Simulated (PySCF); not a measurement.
**Electron correlation in Ne³⁺ (neon, charge +3)**

[He] 2s2 2p3, high-spin 4S determinant. Computed with PySCF 2.14 in x2c-SVPall, with the spin-free X2C one-electron Hamiltonian (Gaussian nucleus). Frozen: 1s2; 5 electrons correlated.

MP2 pair energies summed by pair of shells (mhartree):

| pair | energy | share (%) |
| --- | --- | --- |
| 2s-2p | -44.24 | 69.6 |
| 2p-2p | -13.27 | 20.9 |
| 2s-2s | -6.03 | 9.5 |

Total MP2 correlation energy: -63.54 mhartree.

Same-spin part -14.81 and opposite-spin part -48.73 mhartree; SCS-MP2 scales them by 1/3 and 6/5 to -63.41 mhartree.

```json
{"level": "CCSD", "correlation energy (mhartree)": "-76.33"}
{"level": "(T)", "correlation energy (mhartree)": "-0.26"}
{"level": "CCSD(T)", "correlation energy (mhartree)": "-76.59"}
```

Diagnostics: T1 = 0.0021, D1 = 0.0039, largest double amplitude 0.031.

Is a single reference adequate?

Yes: T1 lies below 0.03 and no double amplitude reaches 0.07.
